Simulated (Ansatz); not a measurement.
Total energies of Al7P7H20, a nanocrystal cut from zinc blende AlP (hydrogen-capped) from Ansatz at PBE0-D4/def2-TZVP, gas phase (1 Eh = 27.2114 eV = 2625.5 kJ/mol). The reference geometry is relaxed at PBE-D4/def2-SVP.

```xyz
34

Al    0.535    3.679    0.555
Al    1.958   -3.236   -0.612
Al    1.043    0.699   -2.004
Al    1.246    0.061    2.012
Al   -2.404    1.544    2.442
Al   -1.882   -1.425   -0.129
Al   -2.611    2.180   -1.598
P     2.394   -2.039    1.427
P     1.620    1.488    0.156
P    -1.739    2.874    0.542
P     2.210   -1.461   -2.214
P    -0.440   -3.385   -0.515
P    -1.248    0.122   -1.810
P    -1.062   -0.460    1.875
H     0.866    4.555   -0.750
H     1.004    4.119    2.026
H     2.772   -4.582   -0.867
H     1.502    1.556   -3.267
H     1.840    0.492    3.427
H    -1.772    2.100    3.810
H    -3.934    1.070    2.333
H    -3.374   -1.984   -0.143
H    -2.113    3.139   -2.786
H    -4.129    1.668   -1.486
H     3.816   -1.874    1.492
H     2.263   -2.997    2.483
H     3.032    1.731    0.123
H    -2.474    4.087    0.771
H     3.620   -1.263   -2.366
H     1.959   -2.048   -3.496
H    -0.840   -4.081   -1.701
H    -0.734   -4.424    0.426
H    -1.610   -0.482   -3.058
H    -1.311   -1.423    2.907
```

| state | geometry | energy (Eh) |
| --- | --- | --- |
| charge 0 singlet | reference | -4097.31823 |
| charge 1 doublet | reference | -4097.01021 |
| charge -1 doublet | reference | -4097.34484 |
| free Al atom (doublet) | – | -242.24894 |
| free P atom (quartet) | – | -341.13505 |
| free H atom (doublet) | – | -0.50104 |

Single mean-field runs in def2-TZVP are fitted with def2-universal-jkfit.

(1) Work out the vertical ionisation energy to the doublet.

(2) Work out the vertical electron affinity, to the doublet.

(3) Give the fundamental gap IE − EA, the Mulliken electronegativity (IE + EA)/2 and the hardness (IE − EA)/2.

(4) What is the binding energy per atom against free atoms?

(1) E(charge 1 doublet) − E(charge 0 singlet) = -4097.01021 − (-4097.31823) = 0.30802 Eh = 8.38 eV. For comparison, −ε of the highest occupied level is 7.03 eV at this level, 1.35 eV less.

(2) E(charge 0 singlet) − E(charge -1 doublet) = -4097.31823 − (-4097.34484) = 0.02661 Eh = 0.72 eV. The basis lacks diffuse functions, which makes affinities too small.

(3) From the values in Eh: IE − EA = 0.30802 − 0.02661 = 0.28141 Eh = 7.66 eV; (IE + EA)/2 = 4.55 eV; (IE − EA)/2 = 3.83 eV. The HOMO–LUMO gap of the same run is 5.24 eV, 2.42 eV smaller than the fundamental gap.

(4) Atoms: 7 × (-242.24894) + 7 × (-341.13505) + 20 × (-0.50104) = -4093.70873 Eh. Binding: -4093.70873 − (-4097.31823) = 3.60950 Eh = 98.22 eV, or 2.89 eV for each of 34 atoms (no zero-point energy, no counterpoise term).

At PBE0-D4/def2-TZVP the highest occupied level of the charge -1 doublet lies above zero (up to 0.50 eV). By energy differences its removal costs 0.72 eV (vertical, to the charge 0 singlet, at PBE0-D4/def2-TZVP); self-interaction error and the lack of diffuse functions both raise the level.
